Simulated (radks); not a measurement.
Results of a calculation; reference values are marked as such.
Polarisability of the platinum ion Pt3+, [Xe] 4f14 5d7, at imaginary frequency. Level of theory: scalar-relativistic Kohn-Sham, LB94 model potential, spin-unpolarised, spherical densities, finite nucleus; Fermi nuclear charge, rms radius 5.427 fm (a radial shooting solver on a logarithmic mesh with Libxc functionals). Response by self-consistent Sternheimer equations with the Hartree and adiabatic LDA kernel, the relativistic mass of each level held fixed and spin-orbit coupling left out.

w (hartree),alpha1(iw) (bohr^3)
0.00266,6.231
0.0143,6.230
0.0360,6.222
0.0697,6.198
0.118,6.136
0.186,6.003
0.280,5.750
0.413,5.320
0.605,4.674
0.892,3.823
1.35,2.829
2.12,1.811
3.59,0.9436
6.94,0.3732
17.5,0.09507

Static values: alpha1 = 6.231 bohr^3 (0.9234 angstrom^3; uncoupled 9.745). C6 = 35.96, triple-dipole C9 = 154.5 atomic units. One-pole (London) frequency 4 C6 / (3 alpha1^2) = 1.235 hartree, against 1.717 for minus the highest occupied eigenvalue.
